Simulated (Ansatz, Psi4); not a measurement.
Here is a job for Psi4.
```
memory 2 GB

molecule mol {
0 2
C    -0.583258    1.373173    0.146111
C    -0.059427    0.196428    0.020727
C     1.426492   -0.044548   -0.014924
C    -0.885523   -1.076578   -0.104837
H    -1.544923    1.825355    0.199792
H     1.971176    0.890456    0.077750
H     1.716692   -0.705331    0.801046
H     1.704003   -0.524102   -0.952833
H    -1.948959   -0.856828   -0.074436
H    -0.650208   -1.569295   -1.046637
H    -0.637479   -1.751104    0.712854
}

set {
  basis sto-3g
  reference uhf
  freeze_core true
  mp2_type conv
  scf_type pk
  puream true
  d_convergence 1e-8
}

energy('ccsd(t)')
print_variables()
```

Q: Convert this to an input for Ansatz (a program for electronic structure).

A: Several could match; the one computed here: 
Ansatz 0.2 input:
```yaml
crystal:
  periodic: [false, false, false]
  atoms:
    - {symbol: C, position_ang: [-0.58325847, 1.37317295, 0.14611055]}
    - {symbol: C, position_ang: [-0.05942705, 0.19642832, 0.02072700]}
    - {symbol: C, position_ang: [1.42649184, -0.04454817, -0.01492354]}
    - {symbol: C, position_ang: [-0.88552327, -1.07657825, -0.10483693]}
    - {symbol: H, position_ang: [-1.54492306, 1.82535471, 0.19979221]}
    - {symbol: H, position_ang: [1.97117584, 0.89045585, 0.07775033]}
    - {symbol: H, position_ang: [1.71669202, -0.70533127, 0.80104646]}
    - {symbol: H, position_ang: [1.70400310, -0.52410187, -0.95283252]}
    - {symbol: H, position_ang: [-1.94895924, -0.85682787, -0.07443627]}
    - {symbol: H, position_ang: [-0.65020825, -1.56929464, -1.04663682]}
    - {symbol: H, position_ang: [-0.63747872, -1.75110392, 0.71285412]}
basis:
  gaussian:
    orbitals: STO-3G
magnetization: {spin_polarized: true, initial_magnetization: 1}
correlation: {method: ccsd_t, electrons: outside_noble_gas}
accuracy: high
```

Both were run: Psi4 gave -153.860073 Eh and Ansatz -153.860073 Eh, 0.000 mEh apart.
